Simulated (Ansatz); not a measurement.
Cost against result

The pair of H$_{2}$O (SMILES O, atoms 1–3) and Br$_{2}$ (SMILES BrBr, atoms 4–5), both closed shells, in one local arrangement (a lower one may exist), relaxed at PBE0-D4/def2-TZVP:

```
5
angstrom
O -0.0651 0.0976 -1.6603
H -0.4559 0.6724 -0.9977
H 0.3946 -0.5751 -1.1525
Br 0.6092 -1.0971 1.8406
Br -0.4828 0.9021 1.9699
```

Interaction energies are counterpoise-corrected; the time is that of the whole pair.

Ansatz 0.2.0; basis: as named in each row; cores frozen in the correlated methods. Filled d shells of the heavier atoms are correlated. The def2 sets are not built for correlating such inner shells, so the correlated values are less sure here. B3LYP uses VWN-RPA correlation. Extrapolation: Hartree–Fock as exp(−7.88 √X), correlation as X^−2.97.

Times are rough, for one single point on 4 threads of a shared host (Intel Xeon Platinum 8259CL).

The estimate by CCSD(T) at an estimated basis limit (MP2 extrapolated from triple and quadruple zeta, plus CCSD(T) − MP2 in triple zeta) is -0.061 eV.

```json
{"method": "HF", "basis": "STO-3G", "time (s)": "under 1", "interaction energy (eV)": "0.035", "method less estimate": "0.097"}
{"method": "PBE-D4", "basis": "STO-3G", "time (s)": "under 1", "interaction energy (eV)": "-0.040", "method less estimate": "0.022"}
{"method": "SPW92", "basis": "def2-SVP", "time (s)": "under 1", "interaction energy (eV)": "-0.101", "method less estimate": "-0.040"}
{"method": "PBE-D4", "basis": "def2-SVP", "time (s)": "under 1", "interaction energy (eV)": "-0.070", "method less estimate": "-0.009"}
{"method": "B3LYP-D4", "basis": "6-31G", "time (s)": "under 1", "interaction energy (eV)": "-0.032", "method less estimate": "0.029"}
{"method": "PBE0-D4", "basis": "def2-SVP", "time (s)": "under 1", "interaction energy (eV)": "-0.062", "method less estimate": "-0.001"}
{"method": "PBE-D4", "basis": "def2-TZVPPD", "time (s)": "1", "interaction energy (eV)": "-0.073", "method less estimate": "-0.012"}
{"method": "revPBE-D4", "basis": "def2-TZVPPD", "time (s)": "2", "interaction energy (eV)": "-0.055", "method less estimate": "0.006"}
{"method": "BLYP-D4", "basis": "def2-TZVPPD", "time (s)": "2", "interaction energy (eV)": "-0.056", "method less estimate": "0.005"}
{"method": "PBE0-D4", "basis": "def2-TZVPPD", "time (s)": "2", "interaction energy (eV)": "-0.064", "method less estimate": "-0.003"}
{"method": "B3LYP-D4", "basis": "def2-TZVPPD", "time (s)": "2", "interaction energy (eV)": "-0.059", "method less estimate": "0.002"}
{"method": "wB97M-V", "basis": "def2-SVP", "time (s)": "3", "interaction energy (eV)": "-0.054", "method less estimate": "0.008"}
{"method": "CCSD(T)", "basis": "def2-SVP", "time (s)": "3", "interaction energy (eV)": "-0.013", "method less estimate": "0.049"}
{"method": "HSE06-D4", "basis": "def2-TZVPPD", "time (s)": "3", "interaction energy (eV)": "-0.064", "method less estimate": "-0.003"}
{"method": "r2SCAN-D4", "basis": "def2-TZVPPD", "time (s)": "3", "interaction energy (eV)": "-0.067", "method less estimate": "-0.006"}
{"method": "B2PLYP", "basis": "def2-TZVPPD", "time (s)": "4", "interaction energy (eV)": "-0.023", "method less estimate": "0.038"}
{"method": "B97M-V", "basis": "def2-TZVPPD", "time (s)": "5", "interaction energy (eV)": "-0.065", "method less estimate": "-0.004"}
{"method": "wB97X-V", "basis": "def2-TZVPPD", "time (s)": "6", "interaction energy (eV)": "-0.060", "method less estimate": "0.001"}
{"method": "wB97M-V", "basis": "def2-TZVPPD", "time (s)": "6", "interaction energy (eV)": "-0.058", "method less estimate": "0.003"}
{"method": "MP2", "basis": "def2-QZVPPD", "time (s)": "13", "interaction energy (eV)": "-0.056", "method less estimate": "0.005"}
{"method": "CCSD(T)", "basis": "def2-TZVPPD", "time (s)": "53", "interaction energy (eV)": "-0.043", "method less estimate": "0.018"}
```

T1 diagnostic: at most 0.011.
